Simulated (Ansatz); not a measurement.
`O=CC(O)[SiH3]`, 11 atoms. The species carries charge 0 and has multiplicity 1. All runs use 4 threads of an Intel Xeon on a shared host. Correlated methods freeze the cores.

(1) Give the basis size and wall time and peak host memory of each of these runs in Ansatz. RKS ωB97M-V/def2-TZVPP energy and forces; RHF-CCSD(T)/def2-SVP energy; RKS PBE0-D4/def2-TZVP relaxation (9 steps); RKS PBE0-D4/def2-TZVP frequencies; RKS ωB97M-V/def2-QZVPP energy; RHF-CCSD(T)/def2-TZVPP energy; RKS PBE0-D4/def2-QZVPP energy; direct RPA on PBE orbitals/def2-TZVPP energy; RKS ωB97M-V/def2-SVP energy; RKS CAM-B3LYP-D4/def2-TZVPP energy; RKS B2PLYP (frozen core)/def2-TZVPP energy; RKS PBE0-D4/def2-TZVPP energy. (Estimate.)

Answers

(1) Computed: Other jobs shared the machine, so times are rough.

```tsv
level	job	functions	wall time	peak host memory (GiB)
RKS PBE0-D4/def2-TZVPP	energy	250	2.2 s	0.6
RKS ωB97M-V/def2-SVP	energy	104	2.7 s	0.47
RKS CAM-B3LYP-D4/def2-TZVPP	energy	250	2.9 s	0.68
RHF-CCSD(T)/def2-SVP	energy	104	3.6 s	0.5
direct RPA on PBE orbitals/def2-TZVPP	energy	250	4.2 s	0.62
RKS B2PLYP (frozen core)/def2-TZVPP	energy	250	4.6 s	0.68
RKS PBE0-D4/def2-QZVPP	energy	478	6.5 s	1.6
RKS ωB97M-V/def2-TZVPP	energy and forces	250	8 s	0.9
RKS ωB97M-V/def2-QZVPP	energy	478	13 s	2
RKS PBE0-D4/def2-TZVP	relaxation (9 steps)	197	24 s	0.51
RHF-CCSD(T)/def2-TZVPP	energy	250	79 s	5.5
RKS PBE0-D4/def2-TZVP	frequencies	197	120 s	0.5
```
